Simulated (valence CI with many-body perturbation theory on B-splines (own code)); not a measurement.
**E1 line list for In³⁴⁺**

Computed by configuration interaction combined with many-body perturbation theory (CI+MBPT): five valence electrons over a frozen Dirac-Fock core [Ne], a basis of 11 s, 11 p, 10 d, 8 f, 5 g, 2 h functions for each j, with the one-electron correlation potential Σ1 (screened to all orders), the two-electron term Σ2, the three-electron term Σ3, Breit, model QED; selected single and double excitations, second order for the rest, scaled by the run's own slope (own B-spline code, finite nucleus).

No measured spectrum was set against this ion. As an estimate, large intervals hold to a few tenths of a per cent, small ones and those within an open d or f shell to about a per cent. Among the levels kept, up to 4300 cm⁻¹ of a level comes from second order outside the variational space, and about a tenth of that is noise between levels of different J, which matters for small intervals.

Lines 1 to 50 of 585 in falling wavelength, among levels below 434.21 eV, chosen from the strongest by gf and those to the six lowest levels. Wavelengths and rates use the calculated energies. Electric multipoles are in the length gauge, E1 and E2 with the static RPA response of the core. Weak lines are less certain than strong ones. Lines between different terms over intervals too small for the method are left out, as are lines whose strength nearly cancels. Where a level lies close to another of its J and parity, the split of strength between their lines is uncertain. The highest levels of a list are the least certain.

Levels are named by their leading jj configuration (3d3/2^4 stands for four electrons in 3d with j = 3/2), which in mixed levels can hold well under half, so a name can repeat and another be missing. Letters in brackets count levels of one name in rising energy.

```
λ vac (Å)                               Upper                               Lower   A (s⁻¹)  S (a.u.) with core polarisation  S without
    253.5          (3s 3p1/2^2 3p3/2^2) J=1/2                (3s^2 3p3/2^3) J=3/2  5.14e+07                         8.26e-04   8.44e-04
    242.6          (3s 3p1/2^2 3p3/2^2) J=3/2                (3s^2 3p3/2^3) J=3/2  9.92e+07                         2.80e-03   2.86e-03
    169.8  (3s^2 3p1/2 3p3/2 3d3/2) J=5/2 [a]                (3s^2 3p3/2^3) J=3/2  7.71e+07                         1.12e-03   1.14e-03
    165.5        (3s 3p1/2 3p3/2^3) J=3/2 [a]                (3s^2 3p3/2^3) J=3/2  2.25e+08                         2.01e-03   2.06e-03
    155.7      (3s 3p1/2^2 3p3/2 3d5/2) J=9/2      (3s^2 3p1/2 3p3/2 3d5/2) J=9/2  1.84e+09                         3.43e-02   3.50e-02
    153.0          (3s 3p1/2^2 3p3/2^2) J=5/2          (3s^2 3p1/2 3p3/2^2) J=5/2  1.63e+09                         1.73e-02   1.77e-02
    151.7          (3s^2 3p1/2^2 3d3/2) J=3/2          (3s^2 3p1/2 3p3/2^2) J=5/2  7.04e+08                         4.86e-03   4.96e-03
    150.6  (3s^2 3p1/2 3p3/2 3d5/2) J=5/2 [a]                (3s^2 3p3/2^3) J=3/2  1.45e+09                         1.46e-02   1.50e-02
    148.5      (3s 3p1/2^2 3p3/2 3d3/2) J=7/2      (3s^2 3p1/2 3p3/2 3d3/2) J=7/2  2.12e+09                         2.74e-02   2.80e-02
    145.8       (3p1/2^2 3p3/2^2 3d3/2) J=7/2  (3s 3p1/2 3p3/2^2 3d3/2) J=7/2 [c]  2.30e+09                         2.81e-02   2.88e-02
    142.9      (3s 3p1/2^2 3p3/2 3d5/2) J=9/2  (3s^2 3p1/2 3p3/2 3d5/2) J=7/2 [a]  4.37e+09                         6.28e-02   6.42e-02
    141.5       (3p1/2^2 3p3/2^2 3d5/2) J=9/2  (3s 3p1/2 3p3/2^2 3d5/2) J=7/2 [b]  2.85e+09                         3.98e-02   4.07e-02
    140.6          (3s 3p1/2^2 3p3/2^2) J=5/2          (3s^2 3p1/2 3p3/2^2) J=3/2  3.18e+09                         2.61e-02   2.67e-02
    140.6     (3s 3p1/2 3p3/2^2 3d5/2) J=11/2          (3s^2 3p3/2^2 3d5/2) J=9/2  5.74e+09                         9.46e-02   9.66e-02
    140.2  (3s 3p1/2 3p3/2^2 3d5/2) J=9/2 [b]          (3s^2 3p3/2^2 3d5/2) J=7/2  2.49e+09                         3.39e-02   3.47e-02
    139.6          (3s^2 3p1/2^2 3d3/2) J=3/2          (3s^2 3p1/2 3p3/2^2) J=3/2  1.24e+08                         6.66e-04   6.81e-04
    133.6          (3s 3p1/2^2 3p3/2^2) J=1/2          (3s^2 3p1/2 3p3/2^2) J=1/2  6.90e+09                         1.62e-02   1.66e-02
    133.2       (3p1/2^2 3p3/2^2 3d5/2) J=9/2      (3s^2 3p1/2 3d3/2 3d5/2) J=9/2  2.34e+09                         2.73e-02   2.79e-02
    130.5  (3s^2 3p1/2 3p3/2 3d5/2) J=5/2 [b]                (3s^2 3p3/2^3) J=3/2  6.72e+08                         4.42e-03   4.52e-03
    129.7            (3s 3p1/2 3p3/2^3) J=1/2                (3s^2 3p3/2^3) J=3/2  2.14e+09                         4.61e-03   4.71e-03
    127.7  (3s^2 3p1/2 3p3/2 3d5/2) J=3/2 [a]                (3s^2 3p3/2^3) J=3/2  3.72e+08                         1.53e-03   1.57e-03
    125.7  (3s 3p1/2^2 3p3/2 3d5/2) J=3/2 [a]  (3s^2 3p1/2 3p3/2 3d5/2) J=5/2 [a]  9.86e+09                         3.87e-02   3.96e-02
    123.6  (3s^2 3p1/2 3p3/2 3d3/2) J=3/2 [b]                (3s^2 3p3/2^3) J=3/2  1.26e+08                         4.70e-04   4.81e-04
    120.7       (3p1/2^2 3p3/2^2 3d5/2) J=9/2     (3s 3p1/2 3p3/2^2 3d5/2) J=11/2  7.56e+09                         6.55e-02   6.70e-02
    119.8          (3s^2 3p1/2^2 3d5/2) J=5/2          (3s^2 3p1/2 3p3/2^2) J=5/2  5.97e+08                         3.04e-03   3.10e-03
    119.4          (3s 3p1/2^2 3p3/2^2) J=3/2          (3s^2 3p1/2 3p3/2^2) J=5/2  6.28e+09                         2.11e-02   2.16e-02
    118.6  (3s^2 3p1/2 3p3/2 3d3/2) J=5/2 [b]                (3s^2 3p3/2^3) J=3/2  1.51e+09                         7.45e-03   7.62e-03
    118.2  (3s^2 3p1/2 3p3/2 3d3/2) J=1/2 [b]                (3s^2 3p3/2^3) J=3/2  3.65e+08                         5.95e-04   6.09e-04
    116.7  (3s 3p1/2^2 3p3/2 3d5/2) J=7/2 [b]      (3s^2 3p1/2 3p3/2 3d5/2) J=9/2  6.58e+09                         4.13e-02   4.22e-02
    115.9  (3s 3p1/2^2 3p3/2 3d3/2) J=5/2 [b]      (3s^2 3p1/2 3p3/2 3d3/2) J=7/2  6.89e+09                         3.17e-02   3.24e-02
    115.7  (3s 3p1/2 3p3/2^2 3d5/2) J=7/2 [c]          (3s^2 3p3/2^2 3d5/2) J=7/2  3.61e+09                         2.21e-02   2.25e-02
    114.0  (3s 3p1/2^2 3d3/2 3d5/2) J=5/2 [a]  (3s 3p1/2 3p3/2^2 3d3/2) J=7/2 [a]  6.00e+09                         2.63e-02   2.69e-02
    113.4       (3p1/2^2 3p3/2^2 3d3/2) J=7/2      (3s 3p1/2 3p3/2^2 3d3/2) J=9/2  1.77e+10                         1.02e-01   1.04e-01
    112.5       (3p1/2^2 3p3/2^2 3d3/2) J=3/2  (3s 3p1/2^2 3p3/2 3d5/2) J=5/2 [b]  7.86e+09                         2.21e-02   2.26e-02
    112.1          (3s^2 3p1/2^2 3d5/2) J=5/2          (3s^2 3p1/2 3p3/2^2) J=3/2  1.05e+09                         4.38e-03   4.48e-03
    111.7          (3s 3p1/2^2 3p3/2^2) J=3/2          (3s^2 3p1/2 3p3/2^2) J=3/2  2.74e+09                         7.54e-03   7.71e-03
    110.7       (3p1/2^2 3p3/2^2 3d5/2) J=9/2  (3s 3p1/2 3p3/2^2 3d5/2) J=9/2 [a]  4.16e+09                         2.78e-02   2.84e-02
    110.4  (3s^2 3p1/2 3p3/2 3d5/2) J=3/2 [b]                (3s^2 3p3/2^3) J=3/2  1.07e+09                         2.85e-03   2.91e-03
    109.4  (3s^2 3p1/2 3p3/2 3d5/2) J=5/2 [c]                (3s^2 3p3/2^3) J=3/2  1.19e+09                         4.60e-03   4.70e-03
    106.7        (3s 3p1/2 3p3/2^3) J=3/2 [b]                (3s^2 3p3/2^3) J=3/2  5.81e+09                         1.39e-02   1.43e-02
    104.3        (3s 3p1/2 3p3/2^3) J=3/2 [a]          (3s^2 3p1/2 3p3/2^2) J=1/2  1.28e+08                         2.86e-04   2.92e-04
    101.4      (3s^2 3p1/2 3p3/2 3d5/2) J=1/2                (3s^2 3p3/2^3) J=3/2  7.93e+08                         8.16e-04   8.33e-04
    98.78  (3s^2 3p1/2 3p3/2 3d3/2) J=3/2 [a]          (3s^2 3p1/2 3p3/2^2) J=5/2  2.60e+08                         4.95e-04   5.04e-04
    97.12        (3s 3p1/2 3p3/2^3) J=3/2 [a]          (3s^2 3p1/2 3p3/2^2) J=5/2  8.65e+08                         1.56e-03   1.60e-03
    95.62        (3s 3p3/2^3 3d5/2) J=7/2 [a]      (3s^2 3p3/2^2 3d5/2) J=5/2 [a]  9.60e+09                         3.31e-02   3.38e-02
    94.39          (3s 3p1/2^2 3p3/2^2) J=5/2          (3s^2 3p1/2^2 3p3/2) J=3/2  2.58e+09                         6.43e-03   6.58e-03
    94.02       (3p1/2^2 3p3/2^2 3d3/2) J=7/2  (3s 3p1/2^2 3p3/2 3d5/2) J=7/2 [a]  9.45e+09                         3.10e-02   3.17e-02
    93.79  (3s 3p1/2^2 3p3/2 3d3/2) J=5/2 [a]          (3s 3p1/2^2 3p3/2^2) J=5/2  1.97e+09                         4.81e-03   4.91e-03
    93.72      (3s^2 3p1/2 3p3/2 3d3/2) J=7/2          (3s^2 3p1/2 3p3/2^2) J=5/2  2.13e+08                         6.94e-04   7.05e-04
    93.47  (3s^2 3p1/2 3p3/2 3d3/2) J=3/2 [a]          (3s^2 3p1/2 3p3/2^2) J=3/2  8.41e+08                         1.36e-03   1.39e-03
```
